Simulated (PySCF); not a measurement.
PySCF input file for C6H6O, SMILES C#C[C@@H]1CC=CO1, PBE/pcSseg-1. Geometry: B3LYP-D3(BJ)/def2-SVP. The structure was generated by enumeration; whether it is a known compound was not checked. The values are those of a single conformer.

```python
import numpy as np
from pyscf import gto, scf, dft
from pyscf.prop.nmr import rks as nmr

mol = gto.M(
    atom='''
    C     2.60081515   -0.23780027    0.82203525
    C     1.58880163    0.07450634    0.23587668
    C     0.36681525    0.48600160   -0.45898870
    C    -0.71288461    1.09113361    0.49433545
    C    -1.77094231    0.01338912    0.46889934
    C    -1.42646753   -0.90090810   -0.44260609
    O    -0.24973737   -0.66840636   -1.08879681
    H     3.49739913   -0.52479246    1.33837762
    H     0.63360853    1.18291198   -1.26896966
    H    -1.08982582    2.05598584    0.11260299
    H    -0.29748089    1.27538600    1.49701128
    H    -2.67551697    0.00492754    1.07382305
    H    -1.94711065   -1.80510193   -0.75978219
    ''',
    basis='pcSseg-1',
    charge=0,
    spin=0,
    max_memory=1600,
    verbose=3,
)
mf = dft.RKS(mol, xc='pbe')
mf.grids.level = 3
mf.conv_tol = 1e-10
mf.max_cycle = 100
mf.kernel()
n = nmr.NMR(mf)
n.verbose = 2
n.max_cycle_cphf = 60
sigma = n.kernel()
print('atom   isotropic/ppm   span/ppm')
for i, s in enumerate(sigma):
    w = np.linalg.eigvalsh((s + s.T) / 2)
    print(f'{mol.atom_symbol(i):2s}{i + 1:3d} {w.mean():14.3f} {w[2] - w[0]:11.3f}')
```

Program output:

```
converged SCF energy = -306.951645646349
atom   isotropic/ppm   span/ppm
C   1        103.440     196.475
C   2         93.248     309.912
C   3        104.486      86.462
C   4        135.836      47.616
C   5         80.225     144.464
C   6         28.770     145.451
O   7        159.764     111.800
H   8         29.022      13.240
H   9         25.948       6.252
H  10         28.002       9.497
H  11         28.339       7.858
H  12         26.428       3.644
H  13         25.055       3.984
```

Self-consistency was reached.
